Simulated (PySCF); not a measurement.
# MeOCOCH(CF3)2 (C5H4F6O2): Computed beside measured shifts

System: MeOCOCH(CF3)2 (C5H4F6O2), SMILES COC(=O)C(C(F)(F)F)C(F)(F)F.

Atom-mapped SMILES (hydrogens are numbered by the atom that bears them): [CH3:1][O:2][C:3](=[O:4])[CH:5]([C:6]([F:7])([F:8])[F:9])[C:10]([F:11])([F:12])[F:13]

Method: GIAO PBE0/pcSseg-2, gas phase, PySCF SCF with an in-house response code, fitting set def2-universal-JFIT up to Ne and JKFIT beyond, grid level 2, non-relativistic, on the PBE0-D3(BJ)/def2-SVP geometry.

One optimised conformer. Values are averaged over the atoms that symmetry or fast rotation interchanges, on this one geometry and without vibrational averaging. Shifts are the reference shielding less the shielding here, at the same level (13C, 1H against isolated TMS; 19F against isolated CFCl3; 17O against isolated H2O); nuclei without a reference have shieldings only.

Q: What shifts does this level give for O2, O4, and how do they compare with measurement?

A: 
| atom | nucleus | computed / ppm | measured / ppm | computed less measured | measured against | medium of the measurement |
| --- | --- | --- | --- | --- | --- | --- |
| O2 | 17O | 193.7 | 149.1 | 44.6 | D2O (external) | neat |
| O4 | 17O | 458.4 | 375.4 | 83.0 | D2O (external) | neat |

Measured values: 17O NMR survey of organic solvents and oxofluorinated compounds, PMC5915748.
